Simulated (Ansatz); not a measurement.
A structure relaxed at PBE0-D4/def2-TZVP, charge 0, multiplicity 1:

```tsv
atom	x (Å)	y (Å)	z (Å)
C1	0.789	-1.535	1.044
N2	1.224	-0.182	0.667
Al3	-0.097	0.910	-0.439
C4	-1.632	1.125	0.766
C5	-0.246	-0.111	-2.109
Cl6	1.180	2.656	-0.574
H7	1.542	-2.062	1.633
H8	0.580	-2.104	0.138
H9	-0.131	-1.462	1.622
H10	2.088	-0.217	0.133
H11	1.435	0.372	1.493
H12	-2.352	1.833	0.344
H13	-1.347	1.522	1.746
H14	-2.177	0.189	0.932
H15	0.728	-0.325	-2.561
H16	-0.770	-1.064	-1.979
H17	-0.814	0.456	-2.854
```

Task: Give its formula and SMILES.

Result: C3H11AlClN, `C[NH2+][Al-]([CH3])([CH3])[Cl]`.

Task: Point group (tolerance 0.08 Å, 0.16 Å for H)?

Result: Cs.

Task: Summarise the bond lengths by kind.

Result: 1 × C–N 1.470 Å; 9 × C–H 1.089 to 1.096 Å; 1 × Al–N 2.040 Å; 2 × H–N 1.016 Å; 2 × Al–C 1.963 Å; 1 × Al–Cl 2.167 Å.

Results of the Gaussian-basis code of Ansatz.
